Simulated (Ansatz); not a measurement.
Reaction (formal loss of a carbene): `C[SiH]([SiH3])[NH][AlH2]` → `[CH2]` (triplet) + `[AlH2][NH][SiH2][SiH3]`

Calculated with Ansatz (gas phase, PBE0-D4/def2-TZVP geometries, no zero-point term in ΔE). CBS: MP2 limit from def2 TZ/QZ plus the TZ coupled-cluster correction, frozen cores. This one scheme is used for every species. Functionals use def2-TZVPP. Triplets are unrestricted, without spin–orbit coupling. Each species was taken in one conformer, which may not be the lowest.

`C[SiH]([SiH3])[NH][AlH2]`:

```xyz
15

C    -1.716    0.398   -1.120
Si   -0.086   -0.191   -0.411
Si    1.637    1.255   -1.085
N    -0.117   -0.320    1.319
Al    0.078   -1.764    2.344
H    -1.671    0.439   -2.211
H    -2.525   -0.279   -0.835
H    -1.966    1.398   -0.756
H     0.206   -1.562   -0.919
H     2.968    0.740   -0.658
H     1.663    1.448   -2.563
H     1.450    2.597   -0.458
H    -0.229    0.562    1.804
H     0.255   -3.165    1.635
H     0.053   -1.555    3.914
```

`[CH2]` (triplet):

Z-matrix (Å, degrees):
```
C
H 1 1.079
H 1 1.079 2 134.9
```

`[AlH2][NH][SiH2][SiH3]`:

Cartesian coordinates in Å:
```
Al -2.045 1.482 -0.778
N -0.382 1.129 -0.240
Si 0.171 -0.024 0.927
Si 1.631 -1.596 -0.022
H -3.226 0.672 -0.109
H -2.230 2.587 -1.897
H 0.356 1.659 -0.688
H -1.033 -0.716 1.462
H 0.871 0.630 2.073
H 2.163 -2.533 1.006
H 2.786 -0.901 -0.659
H 0.938 -2.389 -1.074
```

Q: Is it downhill or uphill in electronic energy at CCSD(T)/CBS, and by how much? (An estimate is asked.)

A: Computed: Uphill: ΔE = +4.99 eV.

Q: What do these levels give: PBE-D4, r2SCAN-D4, PBE0-D4, B2PLYP, PBE0, HF/def2-TZVPP, SCS-MP2/def2-TZVPP, HF/def2-QZVPP, MP2/def2-QZVPP, SCS-MP2/def2-QZVPP, MP2/CBS(def2), CCSD/CBS(def2)? (Estimate.)

A: The calculation gave: PBE-D4 5.06, r2SCAN-D4 4.77, PBE0-D4 4.97, B2PLYP 4.87, PBE0 4.89, HF/def2-TZVPP 3.38, SCS-MP2/def2-TZVPP 4.98, HF/def2-QZVPP 3.38, MP2/def2-QZVPP 5.09, SCS-MP2/def2-QZVPP 5.07, MP2/CBS(def2) 5.14, CCSD/CBS(def2) 4.86 eV.

Largest T1 diagnostic among the species: 0.013.

From PBE to PBE0 (25 % exact exchange), in def2-TZVPP and without D4, ΔE moves by −0.08 eV. The D4 term adds +0.13 eV with B3LYP and +0.07 eV with PBE0; it sums over pairs of atoms, weighted by their polarisabilities, and B3LYP, whose exchange is more repulsive, gets the larger term.

B3LYP here is the variant with VWN-RPA as its local correlation; programs differ in this.
